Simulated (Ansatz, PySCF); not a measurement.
Reaction (SMILES): F[SiH3] + [H][H] (H2) → F (HF) + [SiH4] (SiH4)
Each molecule is optimised on its own at B3LYP-D3(BJ)/def2-TZVP (Ansatz, a quantum-chemistry and plane-wave program). Frequencies are from Ansatz or PySCF.
Geometry of the first species:
SMILES: F[SiH3]
```xyz
5

Si    -0.4984     0.0049     0.0640
F      1.0946    -0.0107    -0.1405
H     -0.9841     1.3772    -0.1865
H     -1.0980    -0.9433    -0.8970
H     -0.7911    -0.4059     1.4523
```

Wanted: energy of full hydrogenation (enthalpy at 298 K, with B3LYP-D3(BJ) rigid-rotor harmonic-oscillator terms), in kJ/mol. Valence correlation only, unless marked. No spin-orbit coupling. No relativistic terms. CBS(X,Y): correlation extrapolated as X^-3; Hartree-Fock from the larger set.

```csv
level,program,energy of full hydrogenation (kJ/mol),minus last row
HF/def2-TZVPPD,Ansatz,115.3,1.8
BLYP-D3(BJ)/def2-TZVPD,Ansatz + dftd3,113.4,-0.1
BLYP/def2-TZVPD,Ansatz,112.8,-0.7
revPBE-D4/def2-TZVPD,Ansatz + dftd4,102.6,-10.9
r2SCAN-D3(BJ)/def2-TZVPD,Ansatz + dftd3,117.8,4.3
PBE0/def2-SVP,Ansatz,97.9,-15.6
"CCSD(T)/CBS(def2-TZVPPD,def2-QZVPPD)",Ansatz,113.5,0.0
```
